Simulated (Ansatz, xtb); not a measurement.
# Relative energy of two isomers of C2H8N2Si2

We compare X, `C#CN([SiH3])[SiH2]N`, a singlet, with Y, `C#C[SiH2]N[SiH2]N`, a singlet. Both are isolated molecules in the gas phase, relaxed with PBE0-D3(BJ)/def2-SVP; the shapes shown needn't be the lowest conformers.

X (Å):

```yaml
atoms:
  - { symbol: C, position_ang: [-2.1797, 0.7096, -2.0606] }
  - { symbol: C, position_ang: [-1.8858, 0.4587, -0.9084] }
  - { symbol: N, position_ang: [-1.5420, 0.1783, 0.3634] }
  - { symbol: N, position_ang: [1.2718, -0.5998, -0.1346] }
  - { symbol: Si, position_ang: [-2.8368, -0.3601, 1.4401] }
  - { symbol: Si, position_ang: [0.1866, 0.3826, 0.7604] }
  - { symbol: H, position_ang: [-2.4505, 0.9390, -3.0725] }
  - { symbol: H, position_ang: [-3.4660, -1.6048, 0.9092] }
  - { symbol: H, position_ang: [-3.8837, 0.6951, 1.5648] }
  - { symbol: H, position_ang: [-2.2105, -0.6252, 2.7658] }
  - { symbol: H, position_ang: [0.5471, 1.7952, 0.4662] }
  - { symbol: H, position_ang: [0.2631, 0.0366, 2.2052] }
  - { symbol: H, position_ang: [1.2567, -1.6086, -0.0339] }
  - { symbol: H, position_ang: [1.5034, -0.3351, -1.0857] }
```

Y (Å):

```xyz
14

C     0.5036   -1.7289   -3.2649
C     0.6282   -1.3438   -2.1165
N    -0.3116    0.5179    0.0204
N    -0.7723    2.9831    1.3160
Si    0.8023   -0.7475   -0.3807
Si   -0.1015    2.2422   -0.0882
H     0.3951   -2.0687   -4.2797
H     2.1889   -0.2313   -0.2114
H     0.5655   -1.9234    0.5071
H    -1.2624    0.2178    0.2261
H    -0.8306    2.8870   -1.2241
H     1.3703    2.4068   -0.3113
H    -0.4047    2.7983    2.2420
H    -1.1879    3.9048    1.2553
```

Problem. Estimate which is lower in electronic energy at CCSD(T)/def2-SVP + ΔMP2/def2-TZVPP, and by roughly how much.

Solution. The CCSD(T)/def2-SVP + ΔMP2/def2-TZVPP calculation puts structure Y lower, by 21.9 kcal/mol.

How the difference moves with the method:

```tsv
level	geometry	E(Y) − E(X) (kcal/mol)	departure from the last row (kcal/mol)	job, with rough time for the two
PBE0-D3(BJ)/def2-SVP	PBE0-D3(BJ)/def2-SVP	−14.7	+7.2	optimisation, 2.4 min
HF/def2-SVP	PBE0-D3(BJ)/def2-SVP	−18.9	+3.0	part of the CCSD(T) run
MP2/def2-SVP	PBE0-D3(BJ)/def2-SVP	−17.1	+4.8	part of the CCSD(T) run
CCSD(T)/def2-SVP	PBE0-D3(BJ)/def2-SVP	−16.9	+5.0	single point
CCSD(T)/def2-SVP + ΔMP2/def2-TZVPP	PBE0-D3(BJ)/def2-SVP	−21.9		single point, 67 s
```

As drawn, Y has 1 C–Si, 1 N–H in place of 1 C–N, 1 Si–H.

None of the levels shown reverses the order. The largest departure from CCSD(T)/def2-SVP + ΔMP2/def2-TZVPP is that of PBE0-D3(BJ)/def2-SVP, 7.2 kcal/mol. Levels run at GFN2-xTB geometries aren't shown. The last row adds to CCSD(T) the change of the MP2 difference between the two basis sets, here −5.0 kcal/mol, a large step that makes the value less sure.

With thermal terms from frequencies at re-optimised GFN2-xTB minima (ideal gas, soft modes damped towards free rotors, one conformer each, 298.15 K, 1 atm): on the last row, ΔE + ΔZPE = −20.1, ΔH = −20.3, ΔG = −19.7 kcal/mol.

The correlated steps freeze 14 core orbitals. Programs: Ansatz 0.2.0, xtb 6.7.1; the last row on 2 threads of Intel(R) Xeon(R) Platinum 8259CL CPU @ 2.50GHz (Skylake/Cascade Lake) on a shared host.
